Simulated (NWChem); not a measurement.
GaNH3F; SMILES [NH2][GaH][F]

```xyz
6

Ga    -0.3360    -0.0221     0.0005
H     -1.8881    -0.1323    -0.0399
F      0.6270    -1.4988    -0.0030
N      0.6721     1.4901    -0.0258
H      1.6745     1.4647     0.1090
H      0.2813     2.4109     0.1220
```
Atoms are numbered in this order, from 1.

All runs: NWChem. Coordinates come from a B3LYP/6-31G* (spherical d) optimisation. Ions are spin-unrestricted doublets at the neutral geometry. Hybrids' shares of exact exchange are those that their runs print; pure functionals count as 0. The functionals differ in more than this share.

```csv
row,share of exact exchange,ΔSCF ionisation energy minus −ε(HOMO) (eV)
PBE/def2-SVPD,0.00,3.76
B3LYP/def2-SVPD,0.20,2.73
BHandHLYP/def2-SVPD,0.50,withheld
Hartree-Fock/def2-SVPD,1.00,-2.43
```

Question: Fit a straight line of the last column on the one before it, predict the withheld value, and compare with the run.

Answer: 
1. Means of the 3 shown rows: x = 0.400, y = 1.353. Slope Σ(x − x̄)(y − ȳ)/Σ(x − x̄)² = -3.508/0.5600 = -6.264; intercept 3.859.
2. The shown rows scatter about the line by 0.093 (root mean square); the largest residual is +0.12, at B3LYP/def2-SVPD.
3. At x = 0.50 (BHandHLYP/def2-SVPD; inside the shown range) the line gives 0.73.
4. The run gives 0.92, +0.19 from the line, 2.1 times the scatter. The line crosses zero at a share of 0.62.
